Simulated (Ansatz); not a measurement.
Geometry optimisation, RKS PBE0-D4/STO-3G in Ansatz 0.2.0.

Input:

```yaml
crystal:
  periodic: [false, false, false]
  atoms:
    - { symbol: C, position_ang: [-1.2758, -0.4126, 0.9401] }
    - { symbol: B, position_ang: [-0.0196, -0.1403, 0.0552] }
    - { symbol: C, position_ang: [1.0903, -1.2451, -0.0022] }
    - { symbol: Si, position_ang: [0.2524, 1.5221, -0.9591] }
    - { symbol: F, position_ang: [0.1458, 2.8168, 0.0845] }
    - { symbol: H, position_ang: [-2.2171, -0.3254, 0.2685] }
    - { symbol: H, position_ang: [-1.2502, -1.35, 1.4423] }
    - { symbol: H, position_ang: [-1.3675, 0.451, 1.6843] }
    - { symbol: H, position_ang: [0.7047, -2.1763, -0.3416] }
    - { symbol: H, position_ang: [1.9597, -0.9187, -0.6194] }
    - { symbol: H, position_ang: [1.5013, -1.4174, 1.0579] }
    - { symbol: H, position_ang: [1.4758, 1.5091, -1.6655] }
    - { symbol: H, position_ang: [-0.9793, 1.652, -1.9302] }
basis:
  gaussian: { orbitals: STO-3G }
hamiltonian:
  xc: pbe0
  dispersion: d4
relax:
  f_tol: 0.02
  max_steps: 40
```

Launched with:

```bash
$ ansatz run input.yaml --threads 1 --pin off --max-ram 2048MiB --backend cpu --events-out ev --progress --plain --runs-dir out
```

Where does it end, and by what steps?

The forces met the threshold. Limits of this set-up: minimal basis. After 18 steps the energy has fallen by 0.538 eV; H12 moved furthest, 1.11 Å.

```tsv
step	energy less start (eV)	largest force component (eV/Å)	accepted
0	0.0000	3.426	yes
1	-0.4409	0.453	yes
2	-0.4811	0.183	yes
3	-0.4848	0.104	yes
4	-0.4915	0.126	yes
5	-0.5044	0.103	yes
6	-0.4957	0.461	no
7	-0.5122	0.096	yes
8	-0.5181	0.093	yes
9	-0.5218	0.259	yes
10	-0.5271	0.171	yes
11	-0.5312	0.109	yes
12	-0.5345	0.106	yes
13	-0.5359	0.107	yes
14	-0.5371	0.066	yes
15	-0.5378	0.035	yes
16	-0.5381	0.030	yes
17	-0.5382	0.027	yes
18	-0.5383	0.010	yes
```

```xyz
13
Properties=species:S:1:pos:R:3
C -1.191 -0.315 1.101
B -0.017 -0.136 0.072
C 0.934 -1.351 -0.229
Si 0.272 1.589 -0.849
F -0.713 2.795 -0.295
H -2.087 -0.591 0.518
H -1.026 -1.124 1.822
H -1.451 0.602 1.643
H 0.446 -2.324 -0.090
H 1.407 -1.328 -1.217
H 1.751 -1.306 0.511
H 1.651 2.021 -0.697
H 0.045 1.433 -2.276
```

Time of the run: 29 s on 1 thread of Intel(R) Xeon(R) 6975P-C (Granite Rapids), with other jobs on the host, peak memory 0.17 GiB.
